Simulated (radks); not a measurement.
Results of a calculation; reference values are marked as such.
Problem. These are the eigenvalues of the occupied orbitals of an atom or ion with whole-number occupations (hartree). Level of theory: scalar-relativistic Kohn-Sham, r2SCAN, spin-polarised, spherical densities, finite nucleus; meta-GGA in the generalised Kohn-Sham scheme; Fermi nuclear charge, rms radius of each element as measured or else 0.836 A^(1/3) + 0.57 fm (a radial shooting solver on a logarithmic mesh with Libxc functionals).

| orbital | eigenvalue |
|---|---|
| 1s | -3150.019 |
| 2s | -562.8423 |
| 2p | -484.2607 |
| 3s | -135.5925 |
| 3p | -112.8765 |
| 3d | -89.26337 |
| 4s | -31.35142 |
| 4p | -23.87321 |
| 4d | -15.05353 |
| 5s | -5.98238 |
| 4f | -5.31309 |
| 5p | -3.94652 |
| 5d | -1.64256 |

Which element is it, and in what charge state? The configuration may be excited. Open shells, if any, are filled with parallel spins first.

Solution. Z = 81, thallium, charge +3: Tl3+ in [Xe] 4f14 5d10. The list shows which subshells hold electrons but not how many an open one holds; the 1s level, -3150 hartree, gives Z - s = 79.4 by -(Z - s)^2/2, which with screening and relativity narrows Z to a few neighbours, and the depths of the outer levels then fix element, charge and occupations together.
